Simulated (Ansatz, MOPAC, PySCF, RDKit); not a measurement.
Pair of molecules: H2S (SMILES S) (first 3 atoms) with C2H6 (SMILES CC); geometry from B3LYP-D3(BJ)/def2-TZVP, rigid monomers moved along the line of their centres of mass till H2···C5 is 4.16 Å.
(charge 0, multiplicity 1):
```xyz
11

S      0.14783     0.12317    -0.19878
H      0.90339     0.48978     0.84802
H     -0.29284    -0.97516     0.43460
C     -0.88102    -0.23104     4.93541
C      0.64463    -0.19608     4.94290
H     -1.28019     0.04769     3.95854
H     -1.29532     0.46258     5.66948
H     -1.25570    -1.22786     5.17659
H      1.06479    -0.90235     4.22343
H      1.04455    -0.45649     5.92470
H      1.01986     0.79836     4.69084
```

Counterpoise-corrected where a basis set is named; no monomer relaxation. Rows marked so take none.

Frozen-core correlation. Rows in 3-21G, 6-31G* carry no dispersion term and start afresh at each structure (6-31G* with six Cartesian d functions). MP2/6-31G* freezes PySCF's default core. The state that PM6, PM7 reach isn't checked; PM7 holds dispersion and hydrogen-bond terms.

Run with Ansatz (Gaussian basis) for Hartree–Fock, density functionals and correlated methods; MOPAC for PM6, PM7 (differences of heats of formation); PySCF for 3-21G rows, 6-31G* rows, the dispersion terms; RDKit for the force fields. Values without a source in brackets are computed.

```csv
level,interaction energy (kcal/mol)
MMFF94,-0.26
PM6,-0.11
PM7,-0.54
PBE-D4/def2-TZVPPD,-0.45
B3LYP/3-21G (no counterpoise),-0.06
PBE0-D3(BJ)/def2-TZVPPD,-0.48
MP2/6-31G*,(withheld)
MP2/aug-cc-pV(D+d)Z,(withheld)
SCS-MP2/aug-cc-pV(D+d)Z,-0.27
```

Fill in the missing entries.


- MP2/6-31G*, interaction energy (kcal/mol): -0.16
- MP2/aug-cc-pV(D+d)Z, interaction energy (kcal/mol): -0.36

Ansatz is an electronic-structure program.
